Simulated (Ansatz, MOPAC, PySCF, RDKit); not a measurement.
Noncovalent pair: aminoborane (SMILES BN) (first 6 atoms) with HF (SMILES F); geometry from B3LYP-D3(BJ)/def2-TZVP, rigid monomers moved along the line of their centres of mass till N2···H8 is 3.44 Å.
(charge 0, multiplicity 1):
```xyz
8

B      0.906    -0.126     0.061
N     -0.143     0.579     0.665
H      0.663    -0.824    -0.871
H      1.999    -0.026     0.521
H      0.012     1.277     1.378
H     -1.065     0.633     0.257
F     -1.653    -2.187     3.703
H     -1.314    -1.609     3.045
```

```tsv
level	interaction energy (meV)	minus MP2/CBS(aug-cc-pVDZ, aug-cc-pVTZ) + ΔCCSD(T)/aug-cc-pVDZ	cost
UFF	-10.7	34.3	-
PM6	-10.4	34.6	-
PM7	-20.3	24.8	-
HF/6-31G*	-46.2	-1.2	-
HF/aug-cc-pVTZ	-45.2	-0.2	-
BP86/6-31G* (no counterpoise)	-41.2	3.8	-
r2SCAN/def2-TZVPPD	-41.3	3.8	×1
B3LYP/6-311+G** (no counterpoise)	-43.2	1.9	-
B3LYP-D3(BJ)/def2-TZVPPD	-46.7	-1.6	×1
PBE0/def2-TZVPPD	-42.6	2.5	×1
PBE0-D3(BJ)/def2-TZVPPD	-50.3	-5.2	×1
wB97M-V/def2-TZVPPD	-45.2	-0.1	×3
MP2/6-31G*	-41.4	3.7	-
MP2/6-31G* (no counterpoise)	-56.3	-11.2	-
MP2/aug-cc-pVDZ	-44.8	0.3	-
MP2/aug-cc-pVTZ	-45.9	-0.9	×3
SCS-MP2/aug-cc-pVDZ	-42.5	2.6	-
SCS-MP2/aug-cc-pVTZ	-43.6	1.5	-
CCSD(T)/aug-cc-pVDZ	-43.2	1.9	×5
MP2/CBS(aug-cc-pVDZ, aug-cc-pVTZ) + ΔCCSD(T)/aug-cc-pVDZ	-45.1	0.0	×8
```

 The comparison column counts from a level with limits of its own.

The rows run from -56.3 (MP2/6-31G* (no counterpoise)) to -10.4 meV (PM6). From aug-cc-pVDZ to aug-cc-pVTZ MP2 changes by -1.1. The dispersion term adds -7.7 in PBE0-D3(BJ). The 3 functionals in def2-TZVPPD without D3 or D4 span 3.9, from wB97M-V to r2SCAN.

Interaction energies are E(AB) − E(A) − E(B) at the monomers' geometry in the complex; basis-set methods are counterpoise corrected. Rows marked so take none. RDKit's UFF carries no charges.

Cores are frozen in the correlated methods. CBS(a, b) extrapolates the correlation energy as X⁻³ and adds the Hartree–Fock energy of set b. Rows in 6-311+G**, 6-31G* carry no dispersion term and start afresh at each structure (6-31G* with six Cartesian d functions). MP2/6-31G* freezes PySCF's default core. The state reached by PM6, PM7 isn't checked; PM7 holds dispersion and hydrogen-bond terms.

Codes used: Ansatz (Gaussian orbitals); MOPAC for PM6, PM7 (differences of heats of formation); PySCF for 6-311+G** rows, 6-31G* rows, the dispersion terms; RDKit for the force fields. Values without a source in brackets are computed.

Costs are rough ratios of core time to PBE/def2-TZVPPD (about 4 s over the structures, on one shared machine); a dash marks a level with no comparable run of its own.

Ansatz is an electronic-structure program.
